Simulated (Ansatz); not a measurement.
Method: B3LYP-D3(BJ)/def2-TZVP run with Ansatz (an electronic-structure program). No frequencies were computed at this level.

Ansatz 0.2 input:
```yaml
crystal:
  periodic: [false, false, false]
  atoms:
    - { symbol: N, position_ang: [-0.507379, -0.045374, 0.006528] }
    - { symbol: C, position_ang: [0.768983, -0.378664, 0.059778] }
    - { symbol: O, position_ang: [1.781762, 0.259078, -0.038863] }
    - { symbol: H, position_ang: [-0.825574, 0.913272, -0.143135] }
    - { symbol: H, position_ang: [-1.217793, -0.748311, 0.11569] }
basis:
  gaussian: { orbitals: def2-tzvp }
hamiltonian:
  xc: b3lyp
  dispersion: d3bj
relax:
  max_steps: 150
magnetization:
  spin_polarized: true
  initial_magnetization: 1
```

Output:

```
Functional definition: B3LYP
574 factors; their error is unknown
mean field evaluation 1: about -4601.2323 eV, gradient 4.2e1 eV
mean field evaluation 2: about -4593.2969 eV, gradient 6.2e1 eV
mean field evaluation 4: about -4607.2161 eV, gradient 3.5e0 eV
mean field evaluation 8: about -4607.2627 eV, gradient 4.7e-2 eV
mean field evaluation 16: about -4607.2723 eV, gradient 4.6e-5 eV
mean field -4607.27232295 eV, -169.3141349469 hartree, gradient 4.6e-5 eV, S^2 0.753340; 0 other end points of the search recorded, 0 dependent functions left out
reference -4607.27251445 eV, -169.3141419846 hartree; 12, 11 occupied and 93, 94 virtual orbitals, 574 factors
relax step   1: F+E_penalty+E_count = -4607.36469185 eV  Δ(F+E_penalty+E_count) = +0.000e0 eV  max|allowed force component| = 1.217e0 eV/Å  Δτ_max = 0.0000 Å  (30 SCF iters, accepted)
these checks for a lower state are left out or cut short: starts, cluster_reference, orbital_swaps, neighbouring_geometries, increment
574 factors; their error is unknown
mean field -4607.28329783 eV, -169.3145382663 hartree, gradient 2.1e-5 eV, S^2 0.753299; 0 other end points of the search recorded, 0 dependent functions left out
reference -4607.28348887 eV, -169.3145452869 hartree; 12, 11 occupied and 93, 94 virtual orbitals, 574 factors
relax step   2: F+E_penalty+E_count = -4607.37576174 eV  Δ(F+E_penalty+E_count) = -1.107e-2 eV  max|allowed force component| = 5.184e-1 eV/Å  Δτ_max = 0.0106 Å  (37 SCF iters, accepted)
these checks for a lower state are left out or cut short: starts, cluster_reference, orbital_swaps, neighbouring_geometries, increment
574 factors; their error is unknown
mean field -4607.28884702 eV, -169.3147421953 hartree, gradient 2.2e-5 eV, S^2 0.753296; 0 other end points of the search recorded, 0 dependent functions left out
reference -4607.28903728 eV, -169.3147491873 hartree; 12, 11 occupied and 93, 94 virtual orbitals, 574 factors
relax step   3: F+E_penalty+E_count = -4607.38140750 eV  Δ(F+E_penalty+E_count) = -5.646e-3 eV  max|allowed force component| = 5.794e-2 eV/Å  Δτ_max = 0.0152 Å  (35 SCF iters, accepted)
these checks for a lower state are left out or cut short: starts, cluster_reference, orbital_swaps, neighbouring_geometries, increment
574 factors; their error is unknown
mean field evaluation 32: about -4607.2770 eV, gradient 4.3e-1 eV
mean field -4607.28909302 eV, -169.3147512358 hartree, gradient 2.2e-5 eV, S^2 0.753295; 0 other end points of the search recorded, 0 dependent functions left out
reference -4607.28928324 eV, -169.3147582264 hartree; 12, 11 occupied and 93, 94 virtual orbitals, 574 factors
relax step   4: F+E_penalty+E_count = -4607.38172893 eV  Δ(F+E_penalty+E_count) = -3.214e-4 eV  max|allowed force component| = 5.960e-2 eV/Å  Δτ_max = 0.0079 Å  (37 SCF iters, accepted)
these checks for a lower state are left out or cut short: starts, cluster_reference, orbital_swaps, neighbouring_geometries, increment
574 factors; their error is unknown
mean field -4607.28914528 eV, -169.3147531564 hartree, gradient 2.2e-5 eV, S^2 0.753297; 0 other end points of the search recorded, 0 dependent functions left out
reference -4607.28933556 eV, -169.3147601488 hartree; 12, 11 occupied and 93, 94 virtual orbitals, 574 factors
relax step   5: F+E_penalty+E_count = -4607.38177073 eV  Δ(F+E_penalty+E_count) = -4.180e-5 eV  max|allowed force component| = 2.150e-2 eV/Å  Δτ_max = 0.0027 Å  (36 SCF iters, accepted)
these checks for a lower state are left out or cut short: starts, cluster_reference, orbital_swaps, neighbouring_geometries, increment
574 factors; their error is unknown
mean field -4607.28915849 eV, -169.3147536417 hartree, gradient 9.2e-6 eV, S^2 0.753299; 0 other end points of the search recorded, 0 dependent functions left out
reference -4607.28934873 eV, -169.3147606331 hartree; 12, 11 occupied and 93, 94 virtual orbitals, 574 factors
relax step   6: F+E_penalty+E_count = -4607.38178472 eV  Δ(F+E_penalty+E_count) = -1.400e-5 eV  max|allowed force component| = 9.867e-4 eV/Å  Δτ_max = 0.0011 Å  (26 SCF iters, accepted)
574 factors; their error is unknown
mean field evaluation 64: about -4607.2892 eV, gradient 3.9e-3 eV
mean field -4607.28915849 eV, -169.3147536417 hartree, gradient 9.5e-6 eV, S^2 0.753299; 1 other end points of the search recorded, 0 dependent functions left out
reference -4607.28934873 eV, -169.3147606331 hartree; 12, 11 occupied and 93, 94 virtual orbitals, 574 factors
Total energy: -4607.38197497 eV, -169.3181645844 hartree
Atom 0 at    -0.513687    -0.049653     0.007291 Å, force    -0.000987    -0.000207     0.000036 eV/Å
Atom 1 at     0.777211    -0.393933     0.062124 Å, force    -0.000388     0.000589    -0.000091 eV/Å
Atom 2 at     1.755428     0.278597    -0.041921 Å, force     0.000229    -0.000221     0.000033 eV/Å
Atom 3 at    -0.793592     0.913235    -0.143140 Å, force     0.000409    -0.000660     0.000102 eV/Å
Atom 4 at    -1.225362    -0.748245     0.115644 Å, force     0.000736     0.000499    -0.000080 eV/Å
Dipole moment:    -0.768910     0.005690    -0.001556 e Å
```

Cost: roughly 16 core-seconds.
